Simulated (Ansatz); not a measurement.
`N[SiH2][SnH3]` → `[SiH3][NH][SnH3]`  (isomerisation)

Gas-phase electronic energies from Ansatz, PBE0-D4/def2-TZVP geometries. CCSD(T)/CBS adds triple-zeta CCSD(T) − MP2 to the extrapolated MP2 energy (def2 sets, frozen cores). DFT in def2-TZVPP. B3LYP here is the variant with VWN-RPA as its local correlation; programs differ in this. HSE06 is defined as in plane-wave codes. Elements past krypton have def2 core potentials. For Sn outer-core shells are correlated without core-valence functions, which leaves a few kJ/mol of doubt a bond. One conformer a species, not always the lowest.

`N[SiH2][SnH3]`:

Cartesian coordinates in Å:
```
N 0.394 -1.776 -0.432
Si 0.071 -0.600 0.787
Sn -0.213 1.675 -0.358
H -0.202 -1.833 -1.242
H 0.723 -2.691 -0.165
H 1.239 -0.580 1.708
H -1.135 -0.856 1.633
H -1.280 1.542 -1.690
H 1.271 2.280 -0.951
H -0.868 2.840 0.708
```

`[SiH3][NH][SnH3]`:

```xyz
10

Si    0.372   -0.986    1.268
N     0.482    0.437    0.321
Sn   -0.518    0.834   -1.395
H     1.710   -1.550    1.606
H    -0.381   -1.979    0.453
H    -0.355   -0.800    2.558
H     0.992    1.222    0.698
H     0.150    2.284   -1.993
H    -2.185    1.017   -1.065
H    -0.266   -0.480   -2.451
```

Question: Is it downhill or uphill in electronic energy at CCSD(T)/CBS, and by how much? (An estimate is asked.)

Answer: Ansatz gave: Uphill: ΔE = +3.8 kcal/mol.

Question: What do these levels give: revPBE-D4, HSE06-D4, BLYP, PBE0, B3LYP, r2SCANh, r2SCAN0, HF/def2-SVP, MP2/def2-SVP, SCS-MP2/def2-TZVPP, HF/def2-QZVPP, CCSD/CBS(def2)? (Estimate.)

Answer: Computed: revPBE-D4 6.9, HSE06-D4 7.4, BLYP 5.7, PBE0 7.6, B3LYP 5.4, r2SCANh 6.0, r2SCAN0 6.1, HF/def2-SVP 2.8, MP2/def2-SVP 1.6, SCS-MP2/def2-TZVPP 1.6, HF/def2-QZVPP 1.1, CCSD/CBS(def2) 3.8 kcal/mol.

Largest T1 diagnostic among the species: 0.012.

In def2-TZVPP, CCSD(T) changes the Hartree–Fock value by +1.7 kcal/mol (the triples alone add −0.1 kcal/mol) and MP2 by +1.3 kcal/mol. From BLYP to BHLYP (50 % exact exchange), in def2-TZVPP and without D4, ΔE moves by −1.6 kcal/mol. Leaving LDA and LC-ωPBE aside and taking each functional with its dispersion term where it has one, the values, not all of them listed here, spread over 3.9 kcal/mol, from BHLYP-D4 to PBE-D4. LDA lies +0.9 kcal/mol from PBE without D4.
